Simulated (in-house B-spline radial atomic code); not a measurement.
The numbers below are computed, except where a source is named.
Al ion on Ti atom: potential, deflection and energy transfer

The pair potential comes from two frozen, spherical free-atom densities (PBE, B-spline radial code, scalar-relativistic past argon): electrostatics plus the change in Thomas-Fermi kinetic and Dirac exchange energy where they overlap, the recipe behind the universal ZBL potential, which averages such potentials (from solid-state densities) over many pairs. It is written V = (Z1 Z2 e²/r) φ(r/a), with e² = 14.3996 eV·Å and a = 0.46850 Å/(Z1^0.23 + Z2^0.23); ZBL's fit is φ = 0.18175 e^(−3.1998x) + 0.50986 e^(−0.94229x) + 0.28022 e^(−0.4029x) + 0.02817 e^(−0.20162x). Where φ falls below 4e-4 it is continued as an exponential.

Masses 26.98 and 47.87 u.

| x = r/a | φ, this pair | φ, ZBL |
| --- | --- | --- |
| 0.1 | 0.8985 | 0.8928 |
| 0.25 | 0.779 | 0.7647 |
| 0.5 | 0.6333 | 0.6096 |
| 1 | 0.4419 | 0.4164 |
| 1.5 | 0.3223 | 0.2995 |
| 2 | 0.2424 | 0.2218 |
| 3 | 0.1451 | 0.1292 |
| 4 | 0.09079 | 0.08026 |
| 5 | 0.06009 | 0.05224 |
| 6.5 | 0.03431 | 0.02914 |
| 8 | 0.01979 | 0.01705 |
| 10 | 0.009892 | 0.008778 |
| 12 | 0.005324 | 0.00474 |
| 14.5 | 0.00252 | 0.002328 |
| 17 | 0.001096 | 0.001212 |

(1) At x = 6.5 the electrostatic, kinetic and exchange parts are -1.13, 208.67 and -29.37 eV. Find r, V and φ.

(2) The ion comes in at 52.78 keV with impact parameter 0.0610 Å. The scattering integral gives a centre-of-mass angle of 64.81° and a closest approach of 0.8112 a. What are the reduced energy, the energy passed on and the laboratory angles?

## Answers

(1) a = 0.46850/(1.8039 + 2.0359) = 0.12201 Å, so r = 0.79308 Å. V = -1.13 + 208.67 + (-29.37) = 178.17 eV. The bare repulsion is 13 × 22 × 14.3996/0.79308 = 5192.8 eV, so φ = 0.0343, +17.8 % against ZBL's 0.0291. The kinetic (Pauli) term is 117 % of V here, as the other two terms together attract.

(2) ε = E a M2/(Z1 Z2 e² (M1 + M2)) = 52780 × 1.8948e-05 = 1. The most that one collision can pass on is γE with γ = 4 M1 M2/(M1 + M2)² = 0.9221. Here T = γE sin²(θ/2) = 0.9221 × 52780 × 0.2872 = 13980 eV. The ion turns by arctan(sin θ/(cos θ + M1/M2)) = 42.4°, and the struck atom leaves at (180° − θ)/2 = 57.6°. The closest approach is 0.099 Å. With ZBL the angle would be 63.04° and T = 13300 eV.
